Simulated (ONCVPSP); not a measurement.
Before and after: ONCV potential for niobium

niobium (Nb), optimised norm-conserving Vanderbilt (ONCV), made with ONCVPSP 4.0.1 (LDA (Perdew-Zunger), scalar-relativistic). Core [Kr], reference 4d4 5s1. Waves: 5s: rc 2.80 bohr, ncon 4, nbas 8, qcut 1.8 1/bohr, 2 projectors, debl 2.3 Ha; p scattering state at 0.03 Ha: rc 3.05 bohr, ncon 4, nbas 9, qcut 3.2 1/bohr, 2 projectors, debl 2.9 Ha; 4d: rc 2.00 bohr, ncon 4, nbas 7, qcut 4.1 1/bohr, 2 projectors, debl 2.7 Ha. Local part: polynomial inside 1.35 bohr (lpopt 5, dvloc0 6 Ha). Core correction: none.

In the p channel the program set the typed energies aside and used 0.050, 2.950 Ha.

All-electron outer shells of the reference configuration (LDA (Perdew-Zunger), scalar-relativistic, ld1.x):

```json
{"shell": "4p", "level (eV)": "-34.61", "outermost node (bohr)": "0.54", "outermost maximum (bohr)": "1.12"}
{"shell": "5s", "level (eV)": "-4.20", "outermost node (bohr)": "1.40", "outermost maximum (bohr)": "3.04"}
{"shell": "4d", "level (eV)": "-3.21", "outermost node (bohr)": "0.55", "outermost maximum (bohr)": "1.51"}
```

Change: d: rc 2.52.

Cutoffs: the cutoffs (Ha) at which the residual kinetic energy of the hardest occupied pseudo-wave falls to 1 and 0.1 mHa per electron; they do not see the model core or the augmentation charge, which bear on the density cutoff. Errors are all-electron minus pseudo energies relative to the spin-unpolarised reference configuration.

**Question.** How do hardness, ghosts and transferability respond?

**Answer.** The potential gets softer (37 Ha and 44 Ha → 18 Ha and 27 Ha); of the 4 tests that both files solve, the error grows in 3 and shrinks in 0 by more than 15 % and 0.3 meV (median size 28.8 → 33.1 meV); neither file shows a bound ghost. A larger radius leaves more room for a smooth pseudo-wave, so fewer plane waves are needed. More of the atom is replaced by a form fitted at one configuration, so other configurations suffer.

| quantity | base | changed |
| --- | --- | --- |
| cutoff, loose | 37 Ha | 18 Ha |
| cutoff, tight | 44 Ha | 27 Ha |
| loose cutoff by channel | s 4.6 Ha, d 37 Ha | s 4.6 Ha, d 18 Ha |
| bound ghosts | none | none |
| GHOST(+) flags under 300 eV | s at 29.4 eV, p at 82.4 eV | s at 29.4 eV, p at 82.4 eV |
| error for 4d4 5s0, meV [ΔE 6.92 eV] | +8.9 | +13 |
| error for 4d3 5s0, meV [ΔE 21.19 eV] | +49 | +53 |
| error for 4d2 5s0, meV [ΔE 46.13 eV] | +133 | +237 |
| error for 4d3 5s1, meV [ΔE 7.21 eV] | -2.5 | +12 |
| s: phases at 2.84 bohr within 0.05 rad from the reference energy up to (Ha; the scan ends near 5) | 1.0 | 1.0 |
| p: phases at 3.09 bohr within 0.05 rad from the reference energy up to (Ha; the scan ends near 5) | 1.8 | 1.8 |
